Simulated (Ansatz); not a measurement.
## A geometry optimisation of AlBrClHSi2 with B3LYP-D3(BJ)/def2-SVP

The starting geometry of this gas-phase singlet is a saddle point at B3LYP-D3(BJ)/def2-SVP, pushed by 0.25 Å along its imaginary mode.

```json
{"atom": "Al", "x (Å)": "-0.8672", "y (Å)": "3.2708", "z (Å)": "1.4349"}
{"atom": "Br", "x (Å)": "1.2131", "y (Å)": "4.1377", "z (Å)": "1.9283"}
{"atom": "Cl", "x (Å)": "-2.4533", "y (Å)": "4.5617", "z (Å)": "2.0318"}
{"atom": "Si", "x (Å)": "-1.5631", "y (Å)": "1.1664", "z (Å)": "0.3520"}
{"atom": "Si", "x (Å)": "0.5323", "y (Å)": "1.2103", "z (Å)": "0.6825"}
{"atom": "H", "x (Å)": "2.0163", "y (Å)": "1.0399", "z (Å)": "0.8404"}
```

Q: Predict what it relaxes into with B3LYP-D3(BJ)/def2-SVP.

A: It keeps its bonds.

The energy falls by 0.01 eV over 18 steps:

| step | E − E(last) (eV) |
| --- | --- |
| 1 | 0.009 |
| 3 | 0.004 |
| 5 | 0.004 |
| 7 | 0.003 |
| 9 | 0.002 |
| 10 | 0.002 |
| 12 | 0.001 |
| 14 | 0.000 |
| 16 | 0.000 |
| 18 | 0.000 |

Final geometry (Å):

```xyz
6

Al   -0.8172    3.3128    1.3734
Br    1.2233    4.3296    1.6627
Cl   -2.4154    4.3459    2.2877
Si   -1.5250    1.2997    0.1127
Si    0.4997    1.1671    0.7040
H     1.9127    0.9318    1.1293
```

Frequencies at the end are all real (lowest 26 cm⁻¹). Run with Ansatz 0.2.0, 40 s on 2 threads of Intel(R) Xeon(R) Platinum 8375C CPU @ 2.90GHz (Ice Lake), with other jobs on the host.
